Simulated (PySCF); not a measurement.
Calculation: TPSSh-D3(BJ)/def2-TZVP // CAM-B3LYP-D3(BJ)/def2-TZVP (PySCF). Isolated molecules, 0 K electronic values unless said otherwise. Delta-SCF ions had no search for a lower state. 

Reference species (SMILES): `[F][In]([F])[F]` (neutral, multiplicity 1).

```json
{
 "dipole_moment": "0.00 D",
 "vertical ionisation energy (Delta-SCF)": "13.07 eV"
}
```

Changed species: `[InH3]` (3 of 3 F replaced by H; the reference has 0 of 3 F replaced by H).

### Question
Give the shifts of the dipole moment and vertical ionisation energy (Delta-SCF).

### Answer
the dipole moment is nearly the same; the vertical ionisation energy (Delta-SCF) decreases by 2.61 eV, to 10.46 eV.
